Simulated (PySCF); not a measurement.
Planning a geometry optimisation on [In(CN)4]-, `N#[C][In-]([C]#N)([C]#N)[C]#N`.

Method: PBE0-D3(BJ)/def2-SVP geometry optimisation, gas phase, def2 core potentials past Kr (PySCF 2.14.0). Work: geometry optimisation from a GFN2-xTB start shaken at random, density fitting. A driver script takes a list of jobs; this job's settings line and coordinates (Å) are shown.

Input:
```
{"job": {"xc": "PBE0", "basis": "def2-SVP", "d3": "d3bj", "grid": 1, "maxiter": 30, "shake": 0.03, "kind": "geom"}, "charge": -1, "multiplicity": 1}
In     0.062790    -0.076130     0.014110
C     -0.012830    -0.026830     2.158260
N     -0.059820    -0.031040     3.288530
C      2.139540     0.006770    -0.734320
N      3.112440    -0.019720    -1.146870
C     -1.030430     1.785770    -0.713350
N     -1.531850     2.708360    -1.077770
C     -0.974650    -1.741820    -0.747760
N     -1.572440    -2.674800    -1.066520
```

Hardware: an Arm Neoverse V1 with one thread, shared host with 64 logical CPUs at a one-minute load of 27. PySCF's memory limit was set to 2320 MB.

How large is the basis?

138 functions.

Estimate the wall time.

About 96 s. The run took 10 energy-and-gradient evaluations and 70 SCF cycles, 9.6 s an evaluation on average.

Estimate the peak memory.

About 0.51 GiB. Peak memory is the resident size of the whole Python process, interpreter and libraries included.

At this speed, how long would 500 such jobs take on 64 cores, one job a core?

500/64 gives 8 rounds of 96 s, about 13 min of wall time and 13 core-hours, if the jobs don't slow each other.

The output:
```
step   0  E = -560.86924962  max force = 0.342257
step   1  E = -560.91259130  max force = 0.052640
step   2  E = -560.91414190  max force = 0.014481
step   3  E = -560.91438395  max force = 0.002418
step   4  E = -560.91442683  max force = 0.003486
step   5  E = -560.91446650  max force = 0.001725
step   6  E = -560.91447529  max force = 0.000784
step   7  E = -560.91448212  max force = 0.000956
step   8  E = -560.91448476  max force = 0.000630
step   9  E = -560.91448588  max force = 0.000132
optimisation converged
```

Energies in Eh; «max force» is the largest Cartesian gradient component in Eh/bohr.

Other jobs ran on the host; a repeat could differ by tens of per cent or more.

The run converged: final energy -560.91449 Eh after 9 steps.
